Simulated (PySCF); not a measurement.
## Orbital levels and atomic charges: (4,2) carbon nanotube piece (C20H12)

System: (4,2) carbon nanotube piece (C20H12).

Cartesian coordinates (Å):
```
  1 C     2.228    0.520    0.076
  2 C     1.436    1.781   -0.076
  3 C     0.972    2.175   -1.370
  4 C    -0.356    2.098   -1.663
  5 C     0.513    1.939    0.956
  6 C    -0.857    1.768    0.673
  7 C    -1.221    1.539   -0.674
  8 C    -1.969    0.379   -0.957
  9 C    -1.736    1.232    1.662
 10 C    -2.382    0.068    1.370
 11 C    -2.228   -0.520    0.076
 12 C    -1.436   -1.782   -0.076
 13 C    -0.972   -2.175   -1.370
 14 C     0.356   -2.099   -1.662
 15 C    -0.513   -1.939    0.957
 16 C     0.857   -1.767    0.674
 17 C     1.221   -1.539   -0.674
 18 C     1.969   -0.379   -0.956
 19 C     1.736   -1.231    1.663
 20 C     2.381   -0.068    1.370
 21 H     1.686    2.402   -2.148
 22 H    -0.712    2.258   -2.670
 23 H     0.822    1.823    1.985
 24 H    -1.999    0.049   -1.985
 25 H    -1.726    1.621    2.668
 26 H    -2.897   -0.477    2.148
 27 H    -1.686   -2.403   -2.148
 28 H     0.712   -2.258   -2.669
 29 H    -0.823   -1.823    1.985
 30 H     1.999   -0.050   -1.984
 31 H     1.725   -1.621    2.669
 32 H     2.896    0.477    2.148
```

Method: PBE0/6-31G*, gas phase, PySCF, fitting set def2-universal-JFIT up to Ne and JKFIT beyond, grid level 1.

The gap is small, so a closed-shell solution may not be the true ground state; the numbers describe that solution.

**Question.** Give the orbital energies near the gap.

**Answer.** 
```csv
orbital,eV
HOMO-4,-7.09
HOMO-3,-7.07
HOMO-2,-6.68
HOMO-1,-6.05
HOMO,-4.20
LUMO,-1.92
LUMO+1,-0.88
LUMO+2,-0.30
LUMO+3,-0.26
```

**Question.** Give the partial charges of the non-hydrogen atoms.

**Answer.** 
```csv
atom,Mulliken,IAO,Hirshfeld
C1,0.03,-0.01,-0.01
C2,0.03,-0.01,-0.01
C3,-0.22,-0.16,-0.05
C4,-0.20,-0.15,-0.05
C5,-0.20,-0.13,-0.04
C6,0.05,0.00,0.00
C7,0.05,0.00,0.00
C8,-0.20,-0.13,-0.04
C9,-0.20,-0.15,-0.05
C10,-0.22,-0.16,-0.05
C11,0.03,-0.01,-0.01
C12,0.03,-0.01,-0.01
C13,-0.22,-0.16,-0.05
C14,-0.20,-0.15,-0.05
C15,-0.20,-0.13,-0.04
C16,0.05,0.00,0.00
C17,0.05,0.00,0.00
C18,-0.20,-0.13,-0.04
C19,-0.20,-0.15,-0.05
C20,-0.22,-0.16,-0.05
```
